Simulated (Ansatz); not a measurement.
C4H4, SMILES `C#CC=C` (charge 0, multiplicity 1).

Cartesian coordinates (Å):
SMILES: C(C=C)#C
```xyz
8

C      2.0013     0.3671     0.6163
C      0.9327    -0.0387     0.2417
C     -0.3127    -0.5530    -0.2056
C     -1.4321     0.1654    -0.3061
H      2.9406     0.7350     0.9486
H     -0.3226    -1.6044    -0.4765
H     -1.4564     1.2149    -0.0444
H     -2.3508    -0.2864    -0.6544
```
Charge 0, multiplicity 1.

Frozen-core energies in 6-31g from Ansatz (a first-principles code) at a geometry from B3LYP-D3(BJ)/def2-TZVP; the HF reference has <S^2> = 0.00 (restricted, and unstable towards unrestricted orbitals) and the T1 diagnostic is 0.011.

| level | energy (Ha) |
|---|---|
| HF | -153.65467 |
| MP2 | -154.00745 |
| CCSD | -154.03957 |
| CCSD(T) | -154.05242 |

Question: Estimate the energies of CCSDT and CCSDT(Q), and give each level's difference from CCSDT(Q).

Answer: 
```
level     energy (Ha)  difference from CCSDT(Q) (mHa)
--------  -----------  ------------------------------
MP2        -154.00745                           46.80
CCSD       -154.03957                           14.68
CCSD(T)    -154.05242                            1.84
CCSDT      -154.05280                            1.46
CCSDT(Q)   -154.05426                            0.00
```
